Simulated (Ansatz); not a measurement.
Calculated with Ansatz (gas phase, PBE0-D4/def2-TZVP geometries, no zero-point term in ΔE). CCSD(T)/CBS is the MP2 limit (def2-TZVPP, def2-QZVPP) plus CCSD(T) − MP2 in def2-TZVPP, frozen cores. This one scheme is used for every species. DFT in def2-TZVPP. B3LYP here is the variant with VWN-RPA as its local correlation; programs differ in this. Each species was taken in one conformer, which may not be the lowest.

Consider the silylene loss: `[SiH3]NCBCl` → `NCBCl` + `[SiH2]`.

```
             level  ΔE (kJ/mol)  difference from CCSD(T)/CBS
         r2SCAN-D4        288.8                         16.6
          B3LYP-D4        268.1                         -4.1
           ωB97X-V        282.1                          9.9
           ωB97M-V        267.8                         -4.4
            B2PLYP        268.0                         -4.2
               PBE        259.0                        -13.2
            r2SCAN        286.3                         14.1
              PBE0        270.7                         -1.5
             B3LYP        254.4                        -17.8
     HF/def2-TZVPP        260.1                        -12.1
SCS-MP2/def2-TZVPP        277.8                          5.6
CCSD(T)/def2-TZVPP        266.2                         -6.0
     HF/def2-QZVPP        261.3                        -10.9
    MP2/def2-QZVPP        291.7                         19.5
      HF/CBS(def2)        261.4                        -10.8
    CCSD/CBS(def2)        268.7                         -3.5
       CCSD(T)/CBS        272.2                            0
```

Largest T1 diagnostic among the species: 0.014.

In def2-TZVPP, CCSD(T) changes the Hartree–Fock value by +6.2 kJ/mol (the triples alone add +3.5 kJ/mol) and MP2 by +27.8 kJ/mol. From PBE to PBE0 (25 % exact exchange), in def2-TZVPP and without D4, ΔE moves by +11.8 kJ/mol.
